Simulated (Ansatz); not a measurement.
Basis-set extrapolation for C₂H₆O₃Si, SMILES `CO[SiH](O)C=O` (PBE0-D4/def2-TZVP geometry, frozen core, Ansatz 0.2.0). Multiplicity 1, RHF reference.

```json
{"": "HF", "def2-TZVPP": "-592.968437", "def2-QZVPP": "-592.992446"}
{"": "MP2 correlation", "def2-TZVPP": "-1.148446", "def2-QZVPP": "-1.236853"}
{"": "CCSD(T) correlation", "def2-TZVPP": "-1.226794", "def2-QZVPP": "not run"}
```

Energies in hartree. Use E(X) = E(∞) + A·exp(−7.88·√X) for Hartree–Fock and E(X) = E(∞) + B·X^(−2.97) for correlation, with X = 3 and 4, and add CCSD(T) minus MP2 of the smaller set to the MP2 limit.

What is the CCSD(T) energy at the basis-set limit?

HF limit: -592.992446 + (-0.024009) × 0.13774 = -592.99575. MP2 limit: -1.236853 + (-0.088407) × 0.74074 = -1.30234. Higher-order term: -1.226794 − (-1.148446) = -0.07835. Total: -594.37644 hartree, 113.7 kcal/mol below CCSD(T)/def2-TZVPP.
